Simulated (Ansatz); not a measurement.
Compare A (`CN1BCC1`) with its isomer B (`CC1(C)BN1`).

Program: Ansatz. Geometries: PBE0-D4/def2-TZVP. ΔE: electronic, gas phase. CBS: MP2 limit from def2 TZ/QZ plus the TZ coupled-cluster correction, frozen cores. Functionals use def2-TZVPP. B3LYP here is the variant with VWN-RPA as its local correlation; programs differ in this.

Q: Which isomer does CCSD(T)/CBS put lower? Give the gap. (Best estimate.)

A: Computed: A, by 15.2 kcal/mol.

Q: Give E(B) − E(A) in kcal/mol with ωB97M-V, HF/def2-TZVPP, r2SCAN-D4, PBE-D4, B2PLYP, CCSD(T)/def2-TZVPP, B3LYP. (Estimate.)

A: Ansatz gave: ωB97M-V 14.7, HF/def2-TZVPP 17.7, r2SCAN-D4 14.2, PBE-D4 14.8, B2PLYP 15.3, CCSD(T)/def2-TZVPP 16.0, B3LYP 15.2. None reverses the order clearly.

Largest T1 diagnostic: 0.013.

In def2-TZVPP, CCSD(T) changes the Hartree–Fock value by −1.7 kcal/mol (the triples alone add −0.3 kcal/mol) and MP2 by −2.6 kcal/mol. From PBE to PBE0 (25 % exact exchange), in def2-TZVPP and without D4, E(B) − E(A) moves by +0.9 kcal/mol.
